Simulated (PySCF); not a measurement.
CH8O2Si2. Atoms are numbered in the order given.

```xyz
13

O     -3.1722     0.3317    -0.0398
C     -1.9482     0.1010     0.6574
Si    -0.5177     0.0906    -0.5810
O      0.9320    -0.0334     0.2233
Si     2.5642    -0.3245     0.1979
H     -3.1611     1.2387    -0.3732
H     -1.7776     0.8301     1.4752
H     -2.0360    -0.8850     1.1428
H     -0.6738    -1.0392    -1.5409
H     -0.5710     1.3759    -1.3441
H      2.8621    -1.5454    -0.6071
H      3.2875     0.8360    -0.3984
H      3.0302    -0.5288     1.5962
```

Geometry: B3LYP-D3(BJ)/def2-SVP. Other conformers were not sampled.

Calculation: PBE/pcSseg-1 in PySCF.

GIAO shieldings, no solvent; atoms listed in one row are averaged. δ = σ(ref) − σ: ¹⁷O against H2O (σ = 334.3 ppm); ¹³C against TMS (σ = 182.0 ppm); ²⁹Si against TMS (σ = 335.4 ppm); ¹H against TMS (σ = 31.49 ppm), references at their B3LYP-D3(BJ)/def2-TZVP geometries, non-relativistic.

Computed chemical shifts:
```json
[
 {"nucleus": "¹⁷O", "atoms": "O4", "count": "1", "δ (ppm)": "19.1"},
 {"nucleus": "¹⁷O", "atoms": "O1", "count": "1", "δ (ppm)": "-4.3"},
 {"nucleus": "¹³C", "atoms": "C2", "count": "1", "δ (ppm)": "58.1"},
 {"nucleus": "²⁹Si", "atoms": "Si3", "count": "1", "δ (ppm)": "-27.3"},
 {"nucleus": "²⁹Si", "atoms": "Si5", "count": "1", "δ (ppm)": "-37.9"},
 {"nucleus": "¹H", "atoms": "H11, H12, H13", "count": "3", "δ (ppm)": "5.49"},
 {"nucleus": "¹H", "atoms": "H9", "count": "1", "δ (ppm)": "5.25"},
 {"nucleus": "¹H", "atoms": "H10", "count": "1", "δ (ppm)": "5.08"},
 {"nucleus": "¹H", "atoms": "H7, H8", "count": "2", "δ (ppm)": "4.08"},
 {"nucleus": "¹H", "atoms": "H6", "count": "1", "δ (ppm)": "-0.84"}
]
```
